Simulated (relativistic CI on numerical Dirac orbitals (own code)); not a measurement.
Transition arrays of Dy²⁶⁺

These numbers are calculated, not measured: Dirac-Coulomb-Breit CI, separate exchange-only KLI orbitals for each configuration, model QED, valence Slater integrals scaled by 0.9, whole transition arrays (own radial code, finite nucleus).

Configurations in the expansion (outside the closed core [Ar] 3d10 4s2): 4p⁶4d⁴, 4p⁶4d³4f, 4p⁵4d⁵, 4p⁶4d³5p, 4p⁶4d³5f. Levels of other configurations are missing.

All E1 lines from the levels of 4p⁶4d⁴; mean and standard deviation are weighted by gf, and upper levels are sorted by their leading configuration.

```csv
Upper configuration,Lines,Σgf,Mean (eV),Mean (nm),σ (eV),Strongest line (nm)
4p⁶4d³4f,2843,464.2,183.46,6.758,10.97,6.571
4p⁵4d⁵,3227,671.3,193.27,6.415,12.98,6.272
4p⁶4d³5p,1718,83.5,332.58,3.728,5.77,3.697
4p⁶4d³5f,2825,207.8,465.03,2.666,5.16,2.677
```

Σgf per state of the lower configuration in bins of 0.2 nm over the central range (centre: value): 2.7: 0.98, 3.7: 0.34, 3.9: 0.04, 5.9: 0.07, 6.1: 0.70, 6.3: 1.39, 6.5: 1.70, 6.7: 0.78, 6.9: 0.13, 7.1: 0.06, 7.3: 0.09, 7.5: 0.11, 7.7: 0.09, 7.9: 0.05, 8.1: 0.03.

(1) How do configuration mixing and the scaling of the Slater integrals move the arrays?

## Answers

(1) Slater scale 0.9, no configuration mixing: 4p⁶4d³4f 176.2 ± 7.6 eV (Σgf 496.5), 4p⁵4d⁵ 175.0 ± 20.3 eV (Σgf 549.0), 4p⁶4d³5p 332.7 ± 5.7 eV (Σgf 93.1), 4p⁶4d³5f 465.0 ± 5.2 eV (Σgf 208.2); Slater scale 1: 4p⁶4d³4f 187.2 ± 11.3 eV (Σgf 477.4), 4p⁵4d⁵ 196.2 ± 13.1 eV (Σgf 678.1), 4p⁶4d³5p 332.6 ± 6.0 eV (Σgf 82.3), 4p⁶4d³5f 465.1 ± 5.4 eV (Σgf 207.9); Slater scale 0.8: 4p⁶4d³4f 180.2 ± 10.8 eV (Σgf 469.0), 4p⁵4d⁵ 190.3 ± 13.0 eV (Σgf 646.6), 4p⁶4d³5p 332.5 ± 5.6 eV (Σgf 84.7), 4p⁶4d³5f 465.0 ± 5.0 eV (Σgf 207.6). With mixing, levels are counted to their leading configuration, so an array can shrink or vanish into another, and the sums then hold other lines.
